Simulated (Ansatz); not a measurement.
Ideal-gas functions of CH$_{3}$Cl$_{2}$MoNO (`C[N]=[Mo](=[O])([Cl])[Cl]`) at 298.15 K and 1 bar, from an Ansatz frequency run at PBE0-D4/def2-TZVP.

Molar mass 211.89 g/mol, point group Cs (symmetry number 1), electronic degeneracy 1, moments of inertia 330.61, 338.723, 511.226 u Å². Harmonic wavenumbers (cm⁻¹, unscaled): 94, 101, 110, 110, 182, 215, 339, 364, 446, 462, 697, 1043, 1090, 1102, 1331, 1425, 1458, 1459, 3018, 3096, 3104.

Use S(trans) = R[1.5 ln M + 2.5 ln T − 1.1517]; rotational temperatures θ = 24.2544 K / I; S(rot) = R[ln(√π/σ · √(T³/θAθBθC)) + 1.5]; for each mode x = 1.438777 ν̃/T, S = R[x/(eˣ − 1) − ln(1 − e⁻ˣ)] and H = RT x/(eˣ − 1); 1 cm⁻¹ = 0.0119627 kJ/mol; R = 8.31446 J/(mol·K).

Q: By hand: the entropy, in J/(mol·K).

A: Translation 175.7. Rotation: θ = 0.0734, 0.0716, 0.0474 K, giving 122.8. Vibration, mode by mode: 14.96, 14.37, 13.68, 13.68, 9.66, 8.37, 5.09, 4.62, 3.38, 3.18, 1.30, 0.33, 0.27, 0.26, 0.10, 0.07, 0.06, 0.06, 0.00, 0.00, 0.00, in all 93.4. Electronic 0.0. Sum 391.9 J/(mol·K).

Q: By hand: H − E and G − E in kJ/mol, counted from the electronic energy.

A: Zero-point energy ½ × 21246 × 0.0119627 = 127.1; thermal vibration 14.4; translation, rotation and pV give 4 RT = 9.9. H − E = 151.4 kJ/mol, and G − E = 151.4 − 298.15 × 391.9/1000 = 34.6 kJ/mol.

Vibration gives 24 % of the entropy, 56.7 J/(mol·K) of it from the modes under 150 cm⁻¹: soft modes count most, and the harmonic formula is weakest for them.
